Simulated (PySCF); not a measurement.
CH11NOSi3, SMILES C[Si@@H]([SiH3])O[SiH2]N.

Coordinates come from a PBE-D3(BJ)/def2-SVP optimisation. The structure was generated by enumeration; whether it is a known compound was not checked. Other conformers were not sampled.

Level of theory: PBE-D3(BJ)/def2-SVP (PySCF 2.14.0).

Frequencies are harmonic and unscaled.

| mode | ν (cm⁻¹) | IR (km/mol) | moving atoms (share of kinetic energy) |
|---|---|---|---|
| 1 | 31 | 2.6 | N 35 %, H 28 %, C 14 %, Si 14 %, O 9 % |
| 2 | 46 | 0.5 | O 37 %, H 32 %, Si 19 % |
| 3 | 93 | 2.9 | N 43 %, Si 34 %, O 11 %, H 10 % |
| 4 | 137 | 2.1 | Si 34 %, H 32 %, C 28 % |
| 5 | 153 | 0.8 | H 87 %, Si 9 % |
| 6 | 164 | 7.3 | Si 42 %, H 30 %, N 14 %, C 9 % |
| 7 | 204 | 0.1 | H 87 % |
| 8 | 218 | 7.2 | H 40 %, Si 27 %, O 18 %, C 14 % |
| 9 | 275 | 27.8 | H 90 % |
| 10 | 315 | 198.2 | H 79 %, Si 11 %, O 9 % |
| 11 | 343 | 110.6 | N 29 %, H 29 %, O 26 %, Si 15 % |
| 12 | 388 | 2.6 | Si 68 %, H 23 % |
| 13 | 461 | 9.3 | H 83 %, Si 16 % |
| 14 | 499 | 21.7 | H 73 %, Si 21 % |
| 15 | 538 | 20.6 | H 84 %, Si 14 % |
| 16 | 578 | 13.7 | Si 44 %, H 24 %, O 23 % |
| 17 | 652 | 7.3 | H 73 %, C 14 %, Si 10 % |
| 18 | 703 | 38.6 | H 47 %, Si 28 %, C 24 % |
| 19 | 737 | 37.3 | H 65 %, C 19 %, Si 14 % |
| 20 | 770 | 21.2 | H 90 % |
| 21 | 784 | 251.5 | H 73 %, Si 16 % |
| 22 | 828 | 65.3 | N 41 %, H 41 %, Si 16 % |
| 23 | 848 | 129.0 | H 82 %, Si 10 % |
| 24 | 860 | 51.5 | H 76 %, N 17 % |
| 25 | 872 | 49.8 | H 80 %, Si 10 %, C 9 % |
| 26 | 902 | 159.5 | H 92 % |
| 27 | 910 | 86.6 | H 85 %, Si 11 % |
| 28 | 914 | 31.6 | H 98 % |
| 29 | 922 | 233.9 | H 70 %, Si 22 % |
| 30 | 1013 | 351.9 | O 72 %, Si 17 %, H 12 % |
| 31 | 1213 | 22.7 | H 78 %, C 21 % |
| 32 | 1375 | 3.5 | H 96 % |
| 33 | 1382 | 4.6 | H 96 % |
| 34 | 1489 | 30.9 | H 89 %, N 11 % |
| 35 | 2123 | 97.6 | H 97 % |
| 36 | 2132 | 78.2 | H 98 % |
| 37 | 2142 | 111.4 | H 96 % |
| 38 | 2150 | 111.2 | H 96 % |
| 39 | 2182 | 143.6 | H 97 % |
| 40 | 2201 | 133.8 | H 97 % |
| 41 | 2975 | 1.7 | H 97 % |
| 42 | 3078 | 2.1 | H 91 %, C 9 % |
| 43 | 3082 | 1.9 | H 91 %, C 9 % |
| 44 | 3508 | 22.2 | H 96 % |
| 45 | 3606 | 28.6 | H 91 %, N 9 % |
